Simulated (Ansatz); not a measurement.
The cluster PdAu2⁺, relaxed as a doublet with UKS PBE-D4/def2-TZVP in Ansatz, starting from the PBE-D4/def2-TZVP geometry of the neutral singlet. Force threshold 0.02 eV/Å.

In the def2 sets Au, Pd take a core potential; there is no spin–orbit coupling. The gap within one spin of the relaxed charge 1 doublet nearly closes, so an electron or hole may be smeared out by delocalisation error. The structure comes from a short search, and lower isomers may exist.

Start:

```xyz
3

Pd    1.403   -0.007   -0.518
Au   -0.787   -1.321    0.046
Au   -0.616    1.328    0.472
```

```tsv
step	energy (eV)	largest force component (eV/Å)	SCF passes
1	-10863.8877	0.650	79
2	-10863.9113	0.608	33
3	-10863.9343	0.024	32
4	-10863.9343	0.001	30
```

Force components are those of the run's own axes.

End:

```xyz
3

Pd    1.437    0.029   -0.524
Au   -0.830   -1.290    0.067
Au   -0.607    1.261    0.456
```

By distances, no bond broke or formed. The bond that changes most is Au2–Au3, from 2.69 to 2.59 Å (atoms count from 1).

No frequencies were taken in this run, so the end may be a saddle point.

It took 15 s on 4 threads of Arm Neoverse N1 on a shared host.
